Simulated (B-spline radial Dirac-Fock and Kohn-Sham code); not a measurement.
Os 5d5/2: cross section and angular parameters

System: the Os atom, [Xe] 4f14 5d6 6s2; threshold 9.00 eV (orbital energy of the model). Calculated with a radial B-spline solver, using Dirac-Hartree-Slater photoionisation with a Latter tail; cross sections with all multipoles, angular parameters from the dipole term and its interference with E2.

For linearly polarised light dσ/dΩ = σ/(4π) [1 + β P₂(cos θ) + (δ + γ cos²θ) sin θ cos φ], with θ from the polarisation vector and φ the angle between the beam and the projection of the electron momentum on the plane normal to the polarisation.

```csv
hν (eV),σ (kb),β,γ,δ
53.6,3940,1.089,0.023,0.013
60.6,2640,1.239,0.038,0.015
66.7,1890,1.363,0.054,0.016
81.8,860,1.636,0.112,0.017
193,27.8,-0.145,0.032,0.010
200,27.0,-0.315,-0.013,0.020
320,31.0,0.014,0.089,0.059
400,30.9,0.425,0.186,0.041
461,?,?,?,?
688,21.1,1.026,0.127,0.005
771,18.5,1.103,0.088,0.002
773,18.4,1.105,0.087,0.002
778,18.3,1.109,0.085,0.002
1000,13.0,1.237,0.006,0.000
1840,4.35,1.377,-0.002,0.015
2000,3.65,1.382,0.025,0.018
2480,2.27,1.381,0.124,0.028
2984.4,1.46,1.366,0.244,0.038
3220,1.21,1.356,0.301,0.042
3990,0.695,1.320,0.486,0.058
4000,0.690,1.319,0.488,0.058
5230,0.330,1.255,0.755,0.084
6000,0.222,1.215,0.903,0.100
6960,0.143,1.169,1.066,0.121
7420,0.117,1.147,1.138,0.131
7690,0.105,1.135,1.178,0.136
7800,0.101,1.130,1.194,0.139
7840,0.0991,1.129,1.200,0.140
11100,0.0327,1.002,1.597,0.210
15000,0.0118,0.883,1.931,0.293
```

Q: Give the values at 461 eV.

A: σ = 29.3 kb, β = 0.629, γ = 0.205, δ = 0.028.
